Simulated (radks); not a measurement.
Effect of the nuclear size on the silver ion Ag2+, [Kr] 4d9. Method: Dirac Kohn-Sham, LDA (Slater exchange, Perdew-Wang correlation), spin-unpolarised, spherical densities, finite nucleus; open shells fill j = l - 1/2 first; Fermi nuclear charge, rms radius 4.5454 fm; computed with a radial shooting solver on a logarithmic mesh with Libxc functionals. The rms radius is varied about that value; shifts are against it.

rms radius (fm)  total energy shift (eV)  density at nucleus (e/bohr^3)  1s1/2 shift (meV)  2s1/2 shift (meV)  4s1/2 shift (meV)  5s1/2 (empty) shift (meV)
3.9272                            -0.714                       1.48e+05               -301              -33.6              -1.22                     -0.151
4.409                             -0.165                      1.457e+05              -69.7              -7.78             -0.282                     -0.035
4.5454                                 0                      1.451e+05              0.000              0.000              0.000                      0.000
4.7863                             0.303                      1.441e+05                127               14.2              0.517                      0.064
5.2318                             0.898                      1.423e+05                378               42.3               1.53                      0.189

Slopes of the eigenvalues against <r^2> in GHz/fm^2, as finite differences over the two radii next to the reference (eigenvalue slopes, not the field-shift constants of lines): 1s1/2 13700, 2s1/2 1540, 4s1/2 55.7, 5s1/2 (empty) 6.88.
